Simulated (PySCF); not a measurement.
C₂H₃O₂, SMILES O=C([O])C, multiplicity 2. Atoms are numbered in the order given.

```xyz
7

C     -0.0765    -1.3505     0.0000
C      0.0113     0.2928     0.0000
O      1.2075     0.6236     0.0000
O     -1.1143     0.7933     0.0000
H     -0.6464    -1.6057     0.9108
H      0.9379    -1.7774     0.0000
H     -0.6464    -1.6057    -0.9108
```
Charge 0, spin multiplicity 2.

Geometry optimised at PBE-D3(BJ)/def2-SVP. The isomer is the one that the SMILES or the coordinates give; other isomers of the formula were not compared.

Calculation: PySCF with PBE/pcH-1.

Unrestricted Kohn–Sham, ⟨S²⟩ = 0.752. Hyperfine tensors hold the contact and dipolar terms, without spin-orbit corrections.

Estimate the hyperfine couplings. (The exact figures need the calculation; the answer reports its results.)


```tsv
nucleus	A(iso) (MHz)	A(iso) (G)	dipolar principal values (MHz)
13C no. 1	135.4	48.3	-30.5, -30.1, 60.6
13C no. 2	-59.3	-21.2	-12.6, 4.8, 7.8
17O no. 3	-14.2	-5.1	-124.8, 60.6, 64.2
17O no. 4	-8.2	-2.9	-97.6, 48.0, 49.7
1H no. 5	-3.7	-1.3	-13.3, -2.2, 15.5
1H no. 6	-12.9	-4.6	-14.7, -1.3, 16.0
1H no. 7	-3.7	-1.3	-13.3, -2.2, 15.5
```

And the g tensor (effective nuclear charges for spin-orbit coupling, GIAO)? (The exact figures need the calculation; the answer reports its results.)

principal values 2.0004, 2.0020, 2.0076; isotropic 2.0033.
